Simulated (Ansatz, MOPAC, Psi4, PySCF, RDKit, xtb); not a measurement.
Dimer: N2 (SMILES N#N) (first 2 atoms) with CHN (SMILES C#N); geometry from B3LYP-D3(BJ)/def2-TZVP, rigid monomers moved along the line of their centres of mass till N2···H5 is 3.42 Å.
(charge 0, multiplicity 1):
```tsv
atom	x (Å)	y (Å)	z (Å)
N	0.0639	0.3230	-1.0964
N	0.0305	0.1182	-0.0260
C	-0.1074	-0.7348	4.3816
N	-0.1426	-0.9532	5.5064
H	-0.0745	-0.5303	3.3336
```

```
level                                  interaction energy (kcal/mol)  minus CCSD(T)/CBS(aug-cc-pVDZ, aug-cc-pVTZ)  cost
-------------------------------------  -----------------------------  -------------------------------------------  ----
MMFF94                                                         -0.12                                         0.47     -
UFF                                                            -0.14                                         0.44     -
GFN-FF                                                         -0.27                                         0.32     -
AM1                                                            -0.35                                         0.23     -
PM3                                                            -0.44                                         0.15     -
PM6                                                            -0.54                                         0.05     -
PM7                                                            -0.75                                        -0.16     -
GFN1-xTB                                                       -0.19                                         0.40     -
GFN2-xTB                                                       -0.43                                         0.16     -
HF/3-21G (no counterpoise)                                     -0.89                                        -0.31     -
HF/6-31G*                                                      -0.47                                         0.12     -
HF/6-31G* (no counterpoise)                                    -0.56                                         0.02     -
PBE/def2-TZVPPD                                                -0.55                                         0.04    ×1
PBE-D3(BJ)/def2-TZVPPD                                         -0.68                                        -0.10    ×1
PBE-D4/def2-TZVPPD                                             -0.65                                        -0.06    ×1
BP86/6-31G* (no counterpoise)                                  -0.52                                         0.07     -
r2SCAN-D3(BJ)/def2-TZVPPD                                      -0.52                                         0.07    ×2
r2SCAN-D4/def2-TZVPPD                                          -0.50                                         0.09    ×2
B3LYP/3-21G (no counterpoise)                                  -0.93                                        -0.34     -
B3LYP/6-31G*                                                   -0.45                                         0.14     -
B3LYP/6-31G* (no counterpoise)                                 -0.64                                        -0.05     -
B3LYP/6-311+G** (no counterpoise)                              -0.48                                         0.10     -
B3LYP-D4/def2-TZVPPD                                           -0.52                                         0.06    ×2
PBE0/def2-TZVPPD                                               -0.50                                         0.08    ×1
PBE0-D3(BJ)/def2-TZVPPD                                        -0.65                                        -0.06    ×1
PBE0-D4/def2-TZVPPD                                            -0.61                                        -0.02    ×1
M06-2X/6-31G* (no counterpoise)                                -0.73                                        -0.15     -
wB97X-V/def2-TZVPPD                                            -0.56                                         0.02    ×3
wB97M-V/def2-TZVPPD                                            -0.55                                         0.03    ×4
MP2/6-31G*                                                     -0.65                                        -0.06     -
MP2/6-31G* (no counterpoise)                                   -0.85                                        -0.26     -
MP2/aug-cc-pVDZ                                                -0.62                                        -0.03     -
MP2/CBS(aug-cc-pVDZ, aug-cc-pVTZ)                              -0.62                                        -0.04     -
SCS-MP2/aug-cc-pVDZ                                            -0.58                                         0.01     -
CCSD/aug-cc-pVDZ                                               -0.55                                         0.03     -
CCSD/aug-cc-pVTZ                                               -0.56                                         0.03     -
CCSD(T)/aug-cc-pVDZ                                            -0.58                                         0.01    ×6
CCSD(T)/aug-cc-pVTZ                                            -0.58                                         0.00   ×60
CCSD(T)/CBS(aug-cc-pVDZ, aug-cc-pVTZ)                          -0.59                                         0.00   ×70
SAPT0/jun-cc-pV(D+d)Z                                          -0.60                                        -0.01     -
```

 The comparison column counts from a level with limits of its own.

The rows run from -0.93 (B3LYP/3-21G (no counterpoise)) to -0.12 kcal/mol (MMFF94). From aug-cc-pVDZ to aug-cc-pVTZ CCSD(T) changes by -0.01. The dispersion term adds -0.14 in PBE-D3(BJ), -0.10 in PBE-D4, -0.14 in PBE0-D3(BJ). The 4 functionals in def2-TZVPPD without D3 or D4 span 0.06, from wB97X-V to PBE0.

Monomers are frozen at their geometry in the pair; levels with a basis set take the counterpoise correction. Rows marked so take none. RDKit's UFF carries no charges.

Correlated levels freeze the cores. CBS(a, b) extrapolates the correlation energy as X⁻³ and adds the Hartree–Fock energy of set b. Rows in 3-21G, 6-311+G**, 6-31G* carry no dispersion term and start afresh at each structure (6-31G* with six Cartesian d functions). MP2/6-31G* freezes PySCF's default core. The state that AM1, PM3, PM6, PM7 reach isn't checked; PM7 holds dispersion and hydrogen-bond terms.

The values were computed with Ansatz (Gaussian orbitals); MOPAC for AM1, PM3, PM6, PM7 (differences of heats of formation); Psi4 for SAPT; PySCF for 3-21G rows, 6-311+G** rows, 6-31G* rows, the dispersion terms; RDKit for the force fields; xtb for the GFN methods. Each number belongs to the level named beside it.

Costs are rough ratios of core time to PBE/def2-TZVPPD (about 2.2 s over the structures, on one shared machine); a dash marks a level with no comparable run of its own.

Ansatz is a program for electronic structure.
